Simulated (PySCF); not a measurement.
Isomers of C6H10OSSi2, one GFN2-xTB conformer each. Single-point energies are computed at PBE0/pcSseg-1 (PySCF, gas phase, no added dispersion term), electronic only.

Question: Rank them by PBE0/pcSseg-1 energy, lowest first (kcal/mol).
A. `[cH:1]1[cH:2][s:3][c:4]([Si@H:5]2[CH2:6][CH2:7][SiH2:8][O:9]2)[cH:10]1` with S3–C4–Si5–C6 78°, C4–Si5–C6–C7 92°, Si5–C6–C7–Si8 30°, C6–C7–Si8–O9 -26°, C7–Si8–O9–Si5 10°
B. `[OH:1][c:2]1[cH:3][cH:4][cH:5][cH:6][c:7]1[SiH2:8][SiH2:9][SH:10]` with H–O1–C2–C3 0°, C6–C7–Si8–Si9 128°, C7–Si8–Si9–S10 -32°, Si8–Si9–S10–H 34°
C. `[OH:1][c:2]1[cH:3][cH:4][cH:5][c:6]([SiH2:7][SiH2:8][SH:9])[cH:10]1` with H–O1–C2–C3 0°, C5–C6–Si7–Si8 51°, C6–Si7–Si8–S9 172°, Si7–Si8–S9–H 51°

Answer: A (0.0), B (33.6), C (37.1).

As drawn, the lowest has an Si–O bond, which the highest lacks; the highest has an O–H bond, an S–H bond and an Si–Si bond, which the lowest lacks. GFN2-xTB itself gives, in the same order: 0.0, 37.8, 41.6. Both levels put the same isomer lowest; measured from each level's own lowest isomer, the values differ by up to 4.5 kcal/mol (Oc1cccc([SiH2][SiH2]S)c1: 41.6 against 37.1).

Which frontier levels, dipoles and rotational constants go with these structures?

| SMILES | HOMO (eV, PBE0/pcSseg-1) | LUMO (eV) | dipole (D) | A, B, C (MHz) |
| --- | --- | --- | --- | --- |
| c1csc([Si@H]2CC[SiH2]O2)c1 | -6.97 | -0.76 | 1.63 | 1992, 503.6, 459.1 |
| Oc1ccccc1[SiH2][SiH2]S | -6.94 | -0.90 | 3.24 | 1336, 572.2, 519.9 |
| Oc1cccc([SiH2][SiH2]S)c1 | -6.81 | -0.85 | 3.70 | 2393, 316.9, 295.6 |
